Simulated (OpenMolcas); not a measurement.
Nb4+ (d1) among equal point charges was computed by CASSCF with the d shell active (OpenMolcas, ANO-RCC-VDZP on the metal). Its lowest spin-free states, and all those of the highest spin:

| 2S+1 | Degeneracy | E (cm-1) |
| --- | --- | --- |
| 2 | 2 | 0.0 |
| 2 | 3 | 2656 |

Q: Is the site octahedral, tetrahedral or cube-like, axial, or of lower symmetry?

A: The states with 2S+1 = 2 have orbital degeneracies 2, 3. Threefold states need a cubic site. For d1 at this spin an octahedron puts the threefold T2 below the twofold E and a tetrahedron or cube puts the twofold E below the threefold T2, so the site is a tetrahedron or a cube, which this pattern cannot tell apart. The first gap at this spin, 2660 cm-1, is |10Dq| in ligand-field theory. The run had Nb4+ among 4 point charges of -2.5 e arranged as a tetrahedron (Td), 2.41 Å from the ion.

An orbital doublet at a regular site is open to a Jahn-Teller distortion, which this geometry leaves out. The ground term spreads over less than 5000 cm-1, several times less than with real ligands, so orbital moments are less quenched and χT lies further from the spin-only value than at real sites. This is an electrostatic model: the charges have no orbitals. No measured value stands beside these numbers.
